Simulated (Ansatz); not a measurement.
Gas-phase electronic energies from Ansatz, PBE0-D4/def2-TZVP geometries. CCSD(T)/CBS is the MP2 limit (def2-TZVPP, def2-QZVPP) plus CCSD(T) − MP2 in def2-TZVPP, frozen cores. Functionals use def2-TZVPP. B3LYP here is the variant with VWN-RPA as its local correlation; programs differ in this. Each species was taken in one conformer, which may not be the lowest.

Consider the cleavage of the B–Si bond: `BC[SiH2]BO` + `C=C(N)S` → `C=C(N)SBO` + `BC[SiH3]`.

`BC[SiH2]BO`:

```xyz
13

B     1.313    1.243    1.187
C     1.377    0.120    0.154
Si   -0.376   -0.537    0.561
B    -1.539   -0.725   -1.087
O    -1.074   -0.221   -2.249
H     0.881    2.322    0.889
H     1.615    1.040    2.330
H     2.065   -0.702    0.351
H     1.371    0.403   -0.899
H    -0.278   -1.804    1.336
H    -1.056    0.440    1.475
H    -2.621   -1.254   -1.058
H    -1.679   -0.324   -2.990
```

`C=C(N)S`:

Cartesian coordinates in Å:
```
C -0.405 -0.713 0.868
C -0.070 0.068 -0.162
N 0.227 1.417 -0.081
S -0.067 -0.464 -1.850
H -0.332 -0.340 1.883
H -0.781 -1.714 0.721
H 1.004 1.719 -0.649
H 0.258 1.783 0.857
H 0.165 -1.757 -1.587
```

`C=C(N)SBO`:

Cartesian coordinates in Å:
```
C 1.305 0.931 1.224
C 0.701 0.126 0.353
N 0.649 0.354 -1.031
S -0.171 -1.315 0.901
B -1.763 -1.211 0.013
O -2.063 -0.299 -0.923
H 1.895 1.776 0.885
H 1.212 0.767 2.287
H 1.227 1.131 -1.323
H 0.858 -0.474 -1.574
H -2.561 -2.045 0.325
H -1.290 0.258 -1.137
```

`BC[SiH3]`:

Z-matrix (Å, degrees):
```
C
Si 1 1.896
B 1 1.532 2 106.4
H 1 1.094 2 104.2 3 -121.9
H 1 1.094 2 104.4 3 122.1
H 2 1.486 1 111.0 3 -59.0
H 2 1.486 1 110.8 3 62.0
H 2 1.486 1 108.7 3 -178.5
H 3 1.198 1 120.6 2 88.6
H 3 1.198 1 120.7 2 -87.3
```

```json
{"level": "PBE-D4", "ΔE (kJ/mol)": "-110.8", "difference from CCSD(T)/CBS": "7.1"}
{"level": "PBE0-D4", "ΔE (kJ/mol)": "-113.6", "difference from CCSD(T)/CBS": "4.3"}
{"level": "B3LYP-D4", "ΔE (kJ/mol)": "-118.1", "difference from CCSD(T)/CBS": "-0.2"}
{"level": "ωB97X-V", "ΔE (kJ/mol)": "-115.5", "difference from CCSD(T)/CBS": "2.4"}
{"level": "PBE", "ΔE (kJ/mol)": "-108.2", "difference from CCSD(T)/CBS": "9.7"}
{"level": "PBE0", "ΔE (kJ/mol)": "-111.5", "difference from CCSD(T)/CBS": "6.4"}
{"level": "HF/def2-TZVPP", "ΔE (kJ/mol)": "-119.9", "difference from CCSD(T)/CBS": "-2.0"}
{"level": "CCSD/def2-TZVPP", "ΔE (kJ/mol)": "-117.5", "difference from CCSD(T)/CBS": "0.4"}
{"level": "HF/def2-QZVPP", "ΔE (kJ/mol)": "-119.0", "difference from CCSD(T)/CBS": "-1.1"}
{"level": "CCSD/CBS(def2)", "ΔE (kJ/mol)": "-115.9", "difference from CCSD(T)/CBS": "2.0"}
{"level": "CCSD(T)/CBS", "ΔE (kJ/mol)": "-117.9", "difference from CCSD(T)/CBS": "0"}
```

Largest T1 diagnostic among the species: 0.014.

The D4 term adds −4.2 kJ/mol with B3LYP and −2.1 kJ/mol with PBE0; it sums over pairs of atoms, weighted by their polarisabilities, and B3LYP, whose exchange is more repulsive, gets the larger term. From PBE to PBE0 (25 % exact exchange), in def2-TZVPP and without D4, ΔE moves by −3.3 kJ/mol.
